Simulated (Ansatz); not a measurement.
`C[Si](N)(F)Cl` + HBr → `N[Si](F)(Cl)Br` + CH₄ at 700 K and 1 bar (ligand exchange at the Si–C bond).

Isolated molecules relaxed with PBE0-D4/def2-TZVP in Ansatz; ΔE leaves out vibrations. CCSD(T)/CBS adds triple-zeta CCSD(T) − MP2 to the extrapolated MP2 energy (def2 sets, frozen cores). This one scheme is used for every species. For Br outer-core shells are correlated without core-valence functions, which leaves a few kJ/mol of doubt a bond. Scalar relativity is left out up to krypton. Each species was taken in one conformer, which may not be the lowest.

```json
{"species": "`C[Si](N)(F)Cl`", "CCSD(T)/CBS energy (Eh)": "-944.59780", "H − E (kJ/mol)": "258.5", "S (J/(mol·K))": "471.9"}
{"species": "HBr", "CCSD(T)/CBS energy (Eh)": "-2573.91920", "H − E (kJ/mol)": "36.5", "S (J/(mol·K))": "223.7"}
{"species": "`N[Si](F)(Cl)Br`", "CCSD(T)/CBS energy (Eh)": "-3478.08790", "H − E (kJ/mol)": "153.8", "S (J/(mol·K))": "461.8"}
{"species": "CH₄", "CCSD(T)/CBS energy (Eh)": "-40.46206", "H − E (kJ/mol)": "145.9", "S (J/(mol·K))": "224.0"}
```

H − E and S are ideal-gas, rigid-rotor, harmonic terms from PBE0-D4/def2-TZVP, for one conformer and one mirror image of each species. 1 Eh = 2625.50 kJ/mol, R = 8.31446 J/(mol·K).

Task: By hand: ΔE, ΔH, ΔS and ΔG.

Result: ΔE = (-3478.08790) + (-40.46206) − (-944.59780) − (-2573.91920) = -0.03296 Eh = -86.5 kJ/mol. Δ(H − E) = 153.8 + 145.9 − 258.5 − 36.5 = 4.7, so ΔH = -81.8 kJ/mol. ΔS = 461.8 + 224.0 − 471.9 − 223.7 = -9.8 J/(mol·K). ΔG = -81.8 − 700 × (-9.8)/1000 = -74.9 kJ/mol.

Task: By hand: the equilibrium constant, and the temperature at which ΔG would vanish if ΔH and ΔS stayed fixed.

Result: log₁₀ K = −ΔG/(RT ln 10) = 5.6. ΔG = 0 at ΔH/ΔS = 8347 K, far beyond where these terms or the molecules hold.

The number of gas molecules stays the same, so ΔS is small and ΔH decides. A doubt of 5 kJ/mol in ΔE shifts log₁₀ K by 0.4 here. Other conformers and mirror images would add mixing entropy, several J/(mol·K) or more a flexible species. These are equilibria of isolated gas molecules and say nothing of rates. Largest T1 diagnostic: 0.010 (customary marks: 0.02 for closed shells, 0.045 for open ones).
